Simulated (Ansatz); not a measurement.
Stretching the Sb1–H2 bond in ClH2Sb (SMILES [Cl][SbH2]) (multiplicity 1 held, fragments rigid). Energies count from the point at 1.719 Å.
Geometry at that point (charge 0, multiplicity 1):
```xyz
4

Sb    -0.336    -0.343     0.319
H      0.000    -1.701    -0.679
H     -1.719     0.025    -0.632
Cl     1.108     1.128    -0.879
```

R- and RO- levels are restricted; in cc, def2 and unpolarised 6-31G sets they are followed outwards from rest. Active spaces are followed from a long bond inwards. Levels need not reach the same state.

Cores are frozen in the correlated methods. Filled d and f shells under p-block atoms count as core.

Codes used: Ansatz (Gaussian orbitals). Each number belongs to the level named beside it. In def2 rows elements past Kr take small-core potentials, without spin–orbit coupling.

Energies in kJ/mol.

```json
[
 {"R (Å)": "1.375", "R-r2SCAN/def2-TZVPP": "128", "R-wB97X-V/def2-TZVPP": "126", "R-MP2/def2-TZVPP": "131", "FIC-MRCISD+Q on CASSCF(2,2)/def2-TZVPP": "134"},
 {"R (Å)": "1.547", "R-r2SCAN/def2-TZVPP": "24", "R-wB97X-V/def2-TZVPP": "22", "R-MP2/def2-TZVPP": "23", "FIC-MRCISD+Q on CASSCF(2,2)/def2-TZVPP": "25"},
 {"R (Å)": "1.719", "R-r2SCAN/def2-TZVPP": "0", "R-wB97X-V/def2-TZVPP": "0", "R-MP2/def2-TZVPP": "0", "FIC-MRCISD+Q on CASSCF(2,2)/def2-TZVPP": "0"},
 {"R (Å)": "1.890", "R-r2SCAN/def2-TZVPP": "16", "R-wB97X-V/def2-TZVPP": "20", "R-MP2/def2-TZVPP": "19", "FIC-MRCISD+Q on CASSCF(2,2)/def2-TZVPP": "16"},
 {"R (Å)": "2.062", "R-r2SCAN/def2-TZVPP": "51", "R-wB97X-V/def2-TZVPP": "59", "R-MP2/def2-TZVPP": "58", "FIC-MRCISD+Q on CASSCF(2,2)/def2-TZVPP": "51"},
 {"R (Å)": "2.320", "R-r2SCAN/def2-TZVPP": "114", "R-wB97X-V/def2-TZVPP": "131", "R-MP2/def2-TZVPP": "129", "FIC-MRCISD+Q on CASSCF(2,2)/def2-TZVPP": "112"},
 {"R (Å)": "2.578", "R-r2SCAN/def2-TZVPP": "177", "R-wB97X-V/def2-TZVPP": "203", "R-MP2/def2-TZVPP": "199", "FIC-MRCISD+Q on CASSCF(2,2)/def2-TZVPP": "168"},
 {"R (Å)": "3.007", "R-r2SCAN/def2-TZVPP": "264", "R-wB97X-V/def2-TZVPP": "310", "R-MP2/def2-TZVPP": "294", "FIC-MRCISD+Q on CASSCF(2,2)/def2-TZVPP": "232"},
 {"R (Å)": "3.437", "R-r2SCAN/def2-TZVPP": "326", "R-wB97X-V/def2-TZVPP": "394", "R-MP2/def2-TZVPP": "359", "FIC-MRCISD+Q on CASSCF(2,2)/def2-TZVPP": "263"},
 {"R (Å)": "3.953", "R-r2SCAN/def2-TZVPP": "374", "R-wB97X-V/def2-TZVPP": "468", "R-MP2/def2-TZVPP": "400", "FIC-MRCISD+Q on CASSCF(2,2)/def2-TZVPP": "276"},
 {"R (Å)": "4.640", "R-r2SCAN/def2-TZVPP": "408", "R-wB97X-V/def2-TZVPP": "534", "R-MP2/def2-TZVPP": "404", "FIC-MRCISD+Q on CASSCF(2,2)/def2-TZVPP": "280"},
 {"R (Å)": "5.499", "R-r2SCAN/def2-TZVPP": "426", "R-wB97X-V/def2-TZVPP": "583", "R-MP2/def2-TZVPP": "359", "FIC-MRCISD+Q on CASSCF(2,2)/def2-TZVPP": "281"}
]
```

Doubts at one or more of the structures used: a restricted determinant that unrestricted orbitals would lower (R-r2SCAN/def2-TZVPP, R-wB97X-V/def2-TZVPP, R-MP2/def2-TZVPP).

Ansatz is a quantum-chemistry and plane-wave program.
